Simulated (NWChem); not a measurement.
System: C$_{2}$HCl$_{2}$, doublet; SMILES Cl[C]=CCl

NWChem printed, in part:

```
             Northwest Computational Chemistry Package (NWChem) 7.3.0
             --------------------------------------------------------

 CS  symmetry detected

                             Geometry "geometry" -> ""
                             -------------------------

 Output coordinates in angstroms (scale by  1.889725989 to convert to a.u.)

  No.       Tag          Charge          X              Y              Z
 ---- ---------------- ---------- -------------- -------------- --------------
    1 Cl                  17.0000     0.35239514    -1.80009887     0.00000000
    2 C                    6.0000    -0.87349552    -0.66885244     0.00000000
    3 C                    6.0000    -0.97091832     0.65615729     0.00000000
    4 Cl                  17.0000     0.41300635     1.73591281     0.00000000
    5 H                    1.0000    -1.94534234     1.16733387     0.00000000

 Effective nuclear repulsion energy (a.u.)     170.3118687428

      Symmetry information
      --------------------

 Group name             Cs
 Group number              2
 Group order               2
 No. of unique centers     5

                                 NWChem DFT Module
                                 -----------------

 Summary of "ao basis" -> "ao basis" (spherical)
 ------------------------------------------------------------------------------
       Tag                 Description            Shells   Functions and Types
 ---------------- ------------------------------  ------  ---------------------
 Cl                         cc-pvtz                 12       34   5s4p2d1f
 C                          cc-pvtz                 10       30   4s3p2d1f
 H                          cc-pvtz                  6       14   3s2p1d

      Symmetry analysis of basis
      --------------------------

        a'         96
        a"         46

            General Information
            -------------------
          SCF calculation type: DFT
          Wavefunction type:  spin polarized.
          No. of atoms     :     5
          No. of electrons :    47
           Alpha electrons :    24
            Beta electrons :    23
          Charge           :     0
          Spin multiplicity:     2
          Use of symmetry is: on ; symmetry adaption is: on
          Maximum number of iterations: 150
          AO basis - number of functions:   142
                     number of shells:    50
          Convergence on energy requested:  1.00D-06
          Convergence on density requested:  1.00D-05
          Convergence on gradient requested:  5.00D-04

              XC Information
              --------------
                         PBE0 Method XC Functional
                     Hartree-Fock (Exact) Exchange  0.250
          PerdewBurkeErnzerhof Exchange Functional  0.750
            Perdew 1991 LDA Correlation Functional  1.000 local
           PerdewBurkeErnz. Correlation Functional  1.000 non-local

             Grid Information
             ----------------
          Grid used for XC integration:  medium
          Radial quadrature: Mura-Knowles
          Angular quadrature: Lebedev.
          Tag              B.-S. Rad. Rad. Pts. Rad. Cut. Ang. Pts.
          ---              ---------- --------- --------- ---------
          Cl                  1.00       88          11.0       590
          C                   0.70       49           9.0       434
          H                   0.35       45          10.0       434
          Grid pruning is: on
          Number of quadrature shells:   319
          Spatial weights used:  Erf1

      Superposition of Atomic Density Guess
      -------------------------------------

 Sum of atomic energies:        -994.81369194

      Non-variational initial energy
      ------------------------------

 Total energy =    -996.135550
 1-e energy   =   -1710.554764
 2-e energy   =     544.107345
 HOMO         =      -0.185122
 LUMO         =       0.056602

   Symmetry analysis of molecular orbitals - initial alpha
   -------------------------------------------------------

  Numbering of irreducible representations:

     1 a'          2 a"

  Orbital symmetries:

     1 a'          2 a'          3 a'          4 a'          5 a'
     6 a'          7 a'          8 a'          9 a"         10 a'
    11 a'         12 a"         13 a'         14 a'         15 a'
    16 a'         17 a'         18 a'         19 a"         20 a"
    21 a'         22 a'         23 a"         24 a'         25 a"
    26 a'         27 a'         28 a'         29 a'         30 a'
    31 a'         32 a"         33 a'         34 a'

   Symmetry analysis of molecular orbitals - initial beta
   ------------------------------------------------------

  Numbering of irreducible representations:

     1 a'          2 a"

  Orbital symmetries:

     1 a'          2 a'          3 a'          4 a'          5 a'
     6 a'          7 a'          8 a'          9 a"         10 a'
    11 a'         12 a"         13 a'         14 a'         15 a'
    16 a'         17 a'         18 a'         19 a"         20 a"
    21 a'         22 a'         23 a"         24 a'         25 a"
    26 a'         27 a'         28 a'         29 a'         30 a'
    31 a'         32 a"         33 a'         34 a'

     ---------------------------------------------
      Total Density - Mulliken Population Analysis
     ---------------------------------------------

    Atom       Charge   Shell Charges
 -----------   ------   -------------------------------------------------------
    1 Cl  17    17.01   2.00  1.88  1.17  0.19  0.64  5.82  2.85  1.06  1.33  0.01  0.04  0.00
    2 C    6     5.86   1.96  0.87  0.19  0.33  0.62  1.26  0.54  0.02  0.07  0.01
    3 C    6     6.13   1.96  0.86  0.18  0.34  0.71  1.40  0.58  0.02  0.08  0.01
    4 Cl  17    17.21   2.00  1.88  1.18  0.20  0.66  5.82  2.94  1.09  1.41  0.01  0.04  0.00
    5 H    1     0.78   0.23  0.40  0.13  0.01  0.01  0.00

     --------------------------------------------
      Spin Density - Mulliken Population Analysis
     --------------------------------------------

    Atom       Charge   Shell Charges
 -----------   ------   -------------------------------------------------------
    1 Cl  17     0.15   0.00 -0.00  0.00  0.00 -0.00 -0.00  0.08  0.03  0.03  0.00  0.01  0.00
    2 C    6     0.64  -0.00  0.04  0.01  0.07  0.13  0.24  0.15  0.00  0.00  0.00
    3 C    6     0.08  -0.00  0.03  0.01 -0.00  0.01  0.01  0.02  0.00  0.01  0.00
    4 Cl  17     0.12  -0.00  0.00  0.00  0.00 -0.00 -0.00  0.06  0.02  0.03  0.00  0.00  0.00
    5 H    1     0.00   0.00  0.00  0.00  0.00  0.00  0.00

   convergence    iter        energy       DeltaE   RMS-Dens  Diis-err
 ---------------- ----- ----------------- --------- --------- ---------
 d= 0,ls=0.0,diis     1   -996.7121805965 -1.17D+03  3.15D-03  1.81D-01
                                                     2.16D-03  1.66D-01
 d= 0,ls=0.0,diis     2   -996.7003112599  1.19D-02  1.95D-03  1.43D-01
                                                     1.81D-03  1.43D-01
 d= 0,ls=0.0,diis     3   -996.7623069600 -6.20D-02  8.10D-04  3.13D-02
                                                     5.89D-04  2.59D-02
 d= 0,ls=0.0,diis     4   -996.7775888352 -1.53D-02  1.39D-04  1.51D-03
                                                     1.78D-04  2.14D-03
 d= 0,ls=0.0,diis     5   -996.7783960463 -8.07D-04  9.94D-05  4.21D-04
                                                     5.29D-05  2.13D-04
  Resetting Diis
 d= 0,ls=0.0,diis     6   -996.7785832169 -1.87D-04  3.60D-05  3.88D-05
                                                     5.86D-05  7.97D-05
 d= 0,ls=0.0,diis     7   -996.7786491971 -6.60D-05  3.91D-05  1.20D-05
                                                     2.16D-05  5.65D-06
 d= 0,ls=0.0,diis     8   -996.7786695000 -2.03D-05  8.50D-06  4.46D-06
                                                     1.92D-05  1.33D-05
 d= 0,ls=0.0,diis     9   -996.7786781274 -8.63D-06  3.17D-05  5.08D-06
                                                     2.49D-05  1.24D-06
 d= 0,ls=0.0,diis    10   -996.7786897766 -1.16D-05  2.31D-05  1.07D-06
                                                     2.49D-05  2.30D-06
 d= 0,ls=0.0,diis    11   -996.7786942011 -4.42D-06  3.68D-06  5.27D-08
                                                     3.82D-06  5.37D-08
 d= 0,ls=0.0,diis    12   -996.7786943372 -1.36D-07  1.62D-06  1.36D-08
                                                     1.22D-06  9.59D-09

         Total DFT energy =     -996.778694337208
      One electron energy =    -1711.764200204801
           Coulomb energy =      611.884257325458
    Exchange-Corr. energy =      -67.210620200643
 Nuclear repulsion energy =      170.311868742778

 Numeric. integr. density =       46.999998470985

                  Occupations of the irreducible representations
                  ----------------------------------------------

                     irrep           alpha         beta
                     --------     --------     --------
                     a'               19.0         18.0
                     a"                5.0          5.0

                    DFT Final Alpha Molecular Orbital Analysis
                    ------------------------------------------

 Vector   22  Occ=1.000000D+00  E=-3.401138D-01  Symmetry=a'
              MO Center=  2.6D-01,  1.6D+00, -3.6D-16, r^2= 1.7D+00
   Bfn.  Coefficient  Atom+Function         Bfn.  Coefficient  Atom+Function
  ----- ------------  ---------------      ----- ------------  ---------------
   104      0.403677  4 Cl py               103     -0.363078  4 Cl px
   110      0.260299  4 Cl py               109     -0.227515  4 Cl px
   107      0.192175  4 Cl py               106     -0.174712  4 Cl px
    38      0.093868  2 C  s                  9      0.083002  1 Cl px
   130     -0.083262  5 H  s                 68     -0.074213  3 C  s

[...]
```

Level: PBE0/cc-pVTZ, spin-unrestricted. In the optimisation the excess spin sits in a' (Cs, its own frame). All runs use the structure optimised with PBE-D3(BJ)/def2-SVP, spin-unrestricted. No stability test was run on the SCF state.

Q: Write an input that gives this output.

A: Several could match; the one computed here: the input that was run:
```
start job
memory heap 200 mb stack 900 mb global 1100 mb
geometry units angstroms noautoz
  Cl     0.386712    -1.804478     0.000000
  C     -0.851077    -0.686263     0.000000
  C     -0.962511     0.637642     0.000000
  Cl     0.409914     1.731977     0.000000
  H     -1.942288     1.138482     0.000000
end
basis spherical
  Cl library cc-pvtz
  C library cc-pvtz
  H library cc-pvtz
end
dft
  odft
  mult 2
  xc pbe0
  iterations 150
  mulliken
end
task dft energy
```
